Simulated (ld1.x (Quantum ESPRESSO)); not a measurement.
## u(r) = r·R(r): atom against pseudo-atom (S)

Columns: radius, all-electron u(r) and pseudo u(r) of the 3p shell (level -7.06 eV) of sulfur in the configuration [Ne] 3s2 3p4; PW91, scalar-relativistic, RRKJ scheme, ld1.x (Quantum ESPRESSO) 7.5.

```
r (bohr)  all-electron   pseudo
   0.078        0.1167  -0.0029
   0.155        0.2581  -0.0118
   0.232        0.3259  -0.0274
   0.310        0.3188  -0.0510
   0.388        0.2568  -0.0832
   0.465        0.1635  -0.1241
   0.542        0.0545  -0.1736
   0.620       -0.0602  -0.2313
   0.698       -0.1716  -0.2947
   0.775       -0.2738  -0.3601
   0.852       -0.3658  -0.4253
   0.930       -0.4476  -0.4882
   1.008       -0.5177  -0.5454
   1.085       -0.5759  -0.5944
   1.162       -0.6235  -0.6352
   1.240       -0.6615  -0.6682
   1.318       -0.6901  -0.6932
   1.395       -0.7100  -0.7110
   1.472       -0.7228  -0.7229
   1.550       -0.7293  -0.7293
   1.628       -0.7302  -0.7302
   1.705       -0.7264  -0.7264
   1.782       -0.7188  -0.7188
   1.860       -0.7078  -0.7078
   1.938       -0.6942  -0.6942
   2.015       -0.6786  -0.6786
```

How many radial nodes do the two functions have?

The all-electron 3p function has n − l − 1 = 1; the pseudo-wave has 0, since the states of the same l below it are removed with the core.

At about which radius was the pseudo-wave matched?

1.55 bohr. The columns agree to 0.0005 from 1.47 bohr on; several derivatives are matched, so the curves merge somewhat inside the radius.

Where does each function peak?

Outermost all-electron maximum near 1.63 bohr, pseudo maximum near 1.63 bohr (to the table’s step).

Is the pseudo-wave norm-conserving?

Yes: the RRKJ scheme keeps the norm inside the radius equal to the all-electron one, which fixes the energy derivative of the logarithmic derivative at the level.
